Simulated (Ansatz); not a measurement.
F3Ga, SMILES `[F][Ga]([F])[F]` with one electron removed (charge 1, multiplicity 2), frozen-core CCSD(T)/cc-pVTZ // r2SCAN-D4/def2-TZVP (Ansatz, a program for electronic structure). The run hit its time limit unfinished.

Ansatz 0.2 input:
```yaml
crystal:
  periodic: [false, false, false]
  atoms:
    - { symbol: F, position_ang: [-0.953201, -1.437367, 0.001878] }
    - { symbol: Ga, position_ang: [0.000038, 0.000099, -0.000147] }
    - { symbol: F, position_ang: [1.721467, -0.106962, -0.005323] }
    - { symbol: F, position_ang: [-0.768304, 1.544232, 0.00359] }
basis:
  gaussian: { orbitals: cc-pVTZ }
correlation:
  method: ccsd_t
total_charge: 1
magnetization:
  spin_polarized: true
  initial_magnetization: 1
```

The last lines of the output:

```
determinant -60444.01051421 eV, -2221.2764159753 hartree, with singles and doubles -60468.66239459 eV, -2222.1823558697 hartree
determinant -60443.74931469 eV, -2221.2668170700 hartree, with singles and doubles -60468.14833201 eV, -2222.1634644182 hartree
determinant -60443.74462520 eV, -2221.2666447343 hartree, with singles and doubles -60468.61899346 eV, -2222.1807609076 hartree
determinant -60442.70223108 eV, -2221.2283374572 hartree, with singles and doubles -60467.68587027 eV, -2222.1464692628 hartree
determinant -60445.86143640 eV, -2221.3444361112 hartree, with singles and doubles -60468.93069119 eV, -2222.1922155880 hartree
determinant -60445.86064434 eV, -2221.3444070035 hartree, with singles and doubles -60468.92998322 eV, -2222.1921895705 hartree
determinant -60445.72791126 eV, -2221.3395291530 hartree, with singles and doubles -60468.75255073 eV, -2222.1856690469 hartree
determinant -60445.72713819 eV, -2221.3395007432 hartree, with singles and doubles -60468.75182990 eV, -2222.1856425565 hartree
determinant -60444.92658605 eV, -2221.3100809944 hartree, with singles and doubles -60468.82095887 eV, -2222.1881829995 hartree
determinant -60445.86143640 eV, -2221.3444361112 hartree, with singles and doubles -60468.97572559 eV, -2222.1938705715 hartree
determinant -60445.86064434 eV, -2221.3444070035 hartree, with singles and doubles -60468.97507473 eV, -2222.1938466530 hartree
determinant -60445.72791126 eV, -2221.3395291530 hartree, with singles and doubles -60468.78095106 eV, -2222.1867127397 hartree
determinant -60445.72713819 eV, -2221.3395007432 hartree, with singles and doubles -60468.78027312 eV, -2222.1866878260 hartree
determinant -60444.92658605 eV, -2221.3100809944 hartree, with singles and doubles -60468.86166809 eV, -2222.1896790359 hartree
determinant -60444.36550862 eV, -2221.2894617794 hartree, with singles and doubles -60468.64976513 eV, -2222.1818917456 hartree
determinant -60444.36507749 eV, -2221.2894459356 hartree, with singles and doubles -60468.64937742 eV, -2222.1818774975 hartree
determinant -60444.01057324 eV, -2221.2764181446 hartree, with singles and doubles -60468.66421018 eV, -2222.1824225915 hartree
determinant -60444.01051421 eV, -2221.2764159753 hartree, with singles and doubles -60468.66421903 eV, -2222.1824229166 hartree
determinant -60443.74462520 eV, -2221.2666447343 hartree, with singles and doubles -60468.61828763 eV, -2222.1807349690 hartree
```
